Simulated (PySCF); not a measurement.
Coordinates in bohr (charge 1 multiplicity 6):
```
Ru    0.0000    0.0000    0.0000
Br    0.0000    0.0000    4.4013
Br    0.0000    0.0000   -4.4013
```

All numbers come from UPBE0 in PySCF with Ru def2-TZVP with ECP28, Br def2-TZVP; scalar-relativistic core potentials, no spin–orbit coupling; density-fitted integrals.

This geometry of [RuBr2]+ is a stationary point at this level.

What is the point group?

D∞h.

Is it a minimum?

No: it has 2 imaginary modes (one degenerate set), at 55i cm⁻¹ (πu).

Which band is strongest in the infrared?

369 cm⁻¹ (σu+), 56 km/mol.

What are the dipole moment and the gap between the highest occupied and lowest empty levels of either spin?

0.00 D about the centre of mass and 2.91 eV.

Give the atomic charges and bond orders.


```
 atom  Mulliken  Löwdin  polar tensor  spin (Mulliken)  Mayer order to Ru1
  Ru1      0.97    0.39          1.43             3.98                   –
Br2,3      0.02    0.31         -0.21             0.51                1.31
```
Other Mayer orders above 0.3: Br–Br 0.30.

Only a few start shapes were tried, so a lower isomer may exist. Other spin states or occupations of the open shell can lie lower. At this level a sextet minimum of C2v symmetry lies 11 kJ/mol below this structure.
